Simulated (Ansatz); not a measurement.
A nudged elastic band was laid between two geometries of ClHMgO + H4Si (9 atoms, charge 0, multiplicity 1).

The calculation used RKS B3LYP-D4/def2-SVP (Ansatz).

| Property | Result |
| --- | --- |
| movable images | 5 |
| climbing image | yes |
| spring | 5.0 eV/Å² |
| optimiser | quadratic models (default) |
| start path | through a guess of the saddle point |
| force threshold | 0.05 eV/Å |
| iteration limit | 60 |
| end points | relaxed |

First end point:

```xyz
9
Properties=species:S:1:pos:R:3
Mg -1.368 -1.078 -0.078
O -1.785 -1.757 1.497
Cl -1.296 -0.553 -2.232
H 0.361 0.170 0.445
Si 1.255 1.083 -0.358
H -1.766 -1.943 2.433
H 1.955 0.277 -1.387
H 2.222 1.642 0.628
H 0.422 2.159 -0.948
```

Last end point:

```xyz
9
Properties=species:S:1:pos:R:3
Mg -0.701 -0.411 -0.603
O -1.031 -1.140 1.304
Cl -2.441 -1.599 -1.403
H -0.650 -1.047 2.188
Si 1.301 1.206 -0.705
H -1.789 -1.747 1.335
H 2.439 0.731 -1.563
H 1.907 1.427 0.655
H 0.965 2.581 -1.208
```

What changes between the two ends?

Bonds broken: H4–Si5. Bonds formed: Mg1–Si5, O2–H4. ClHMgO + H4Si becomes ClH5MgOSi.

Give the energies along the band, and the barrier.

The run converged. The highest image is number 3 of 0 to 6, 25.3 kcal/mol above the first end and 22.6 kcal/mol above the last; the last end lies 2.7 kcal/mol above the first. A vibrational analysis at the climbing image gives one clearly imaginary mode, 1223i cm⁻¹: a first-order saddle point. The orbitals stay closed-shell, which can raise the energy where a bond breaks towards radicals; this wasn't checked here.

```json
{"image": "0", "path coordinate (Å)": "0.00", "energy (kcal/mol)": "0.0", "H4–Si5 (Å)": "1.51", "Mg1–Si5 (Å)": "3.41", "O2–H4 (Å)": "3.07"}
{"image": "1", "path coordinate (Å)": "0.90", "energy (kcal/mol)": "0.9", "H4–Si5 (Å)": "1.50", "Mg1–Si5 (Å)": "3.49", "O2–H4 (Å)": "2.84"}
{"image": "2", "path coordinate (Å)": "1.80", "energy (kcal/mol)": "5.5", "H4–Si5 (Å)": "1.51", "Mg1–Si5 (Å)": "3.36", "O2–H4 (Å)": "2.18"}
{"image": "3", "path coordinate (Å)": "2.70", "energy (kcal/mol)": "25.3", "H4–Si5 (Å)": "1.85", "Mg1–Si5 (Å)": "2.88", "O2–H4 (Å)": "1.27"}
{"image": "4", "path coordinate (Å)": "3.76", "energy (kcal/mol)": "7.7", "H4–Si5 (Å)": "2.62", "Mg1–Si5 (Å)": "2.61", "O2–H4 (Å)": "0.98"}
{"image": "5", "path coordinate (Å)": "4.81", "energy (kcal/mol)": "3.3", "H4–Si5 (Å)": "3.36", "Mg1–Si5 (Å)": "2.58", "O2–H4 (Å)": "0.97"}
{"image": "6", "path coordinate (Å)": "5.87", "energy (kcal/mol)": "2.7", "H4–Si5 (Å)": "4.15", "Mg1–Si5 (Å)": "2.58", "O2–H4 (Å)": "0.97"}
```

What is the geometry of the highest image?


```xyz
9
Properties=species:S:1:pos:R:3
Mg -1.175 -0.788 -0.704
O -0.987 -1.044 1.148
Cl -2.186 -1.176 -2.624
H -0.060 -0.231 0.844
Si 1.082 0.886 -0.083
H -1.165 -1.381 2.035
H 2.048 0.308 -1.073
H 1.879 1.261 1.128
H 0.563 2.164 -0.670
```

What are the harmonic wavenumbers there?

1223i, 24, 74, 95, 135, 197, 267, 343, 359, 448, 601, 696, 877, 916, 940, 953, 1532, 2179, 2185, 2189, 3851 cm⁻¹.

Run time: 3.2 min on 2 threads of Arm Neoverse V2 (shared host), peak memory 0.19 GiB.
